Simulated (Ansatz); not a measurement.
Ge2H8O2Si, SMILES `[OH][Ge]([OH])([SiH3])[GeH3]`, relaxed with RKS PBE0-D4/def2-TZVP in Ansatz 0.2.0 from a GFN2-xTB geometry. The force threshold is 0.005 eV/Å; the program also tests the step.

Charge 0, multiplicity 1.

Start:

```xyz
13

O    -0.219    1.388   -1.557
Ge   -0.284    0.289   -0.177
O    -1.605    1.064    0.756
Si   -0.971   -1.784   -1.119
Ge    1.772    0.625    1.162
H    -0.508    2.278   -1.365
H    -1.770    0.736    1.635
H    -2.079   -2.342   -0.337
H    -1.387   -1.601   -2.506
H     0.153   -2.723   -1.057
H     2.299   -0.642    1.793
H     2.968    1.162    0.422
H     1.631    1.550    2.349
```

```
         step   energy (eV)  largest force (eV/Å)  largest move (Å)
            1  -125120.1632                 0.707             0.000
            2  -125120.2681                 0.477             0.195
            3  -125120.3035                 0.425             0.129
 4 (rejected)  -125120.3015                 0.539             0.196
            5  -125120.3249                 0.420             0.097
            6  -125120.3384                 0.105             0.100
            7  -125120.3403                 0.486             0.095
            8  -125120.3542                 0.287             0.200
            9  -125120.3640                 0.196             0.200
10 (rejected)  -125120.3548                 0.282             0.200
           11  -125120.3729                 0.033             0.100
           13  -125120.3731                 0.562             0.053
           15  -125120.3819                 0.091             0.081
           17  -125120.3834                 0.077             0.018
           19  -125120.3850                 0.006             0.035
21 (rejected)  -125120.3804                 0.283             0.045
           23  -125120.3858                 0.064             0.098
           25  -125120.3868                 0.021             0.028
           27  -125120.3872                 0.047             0.091
           29  -125120.3875                 0.016             0.020
           31  -125120.3877                 0.018             0.021
           33  -125120.3877                 0.006             0.003
           35  -125120.3877                 0.001             0.008
```

End:

```xyz
13

O    -0.285    1.496   -1.463
Ge   -0.379    0.295   -0.140
O    -1.820    0.625    0.869
Si   -0.831   -1.784   -1.213
Ge    1.614    0.519    1.256
H     0.021    2.360   -1.176
H    -1.713    1.377    1.457
H    -0.966   -2.838   -0.175
H    -2.083   -1.683   -2.003
H     0.309   -2.119   -2.104
H     1.577   -0.476    2.427
H     2.889    0.280    0.432
H     1.667    1.948    1.832
```

Run time 59 s (2 threads of an AMD EPYC 7R13 on a shared host and a share of an NVIDIA H100 80 GB); peak host memory 0.99 GiB.
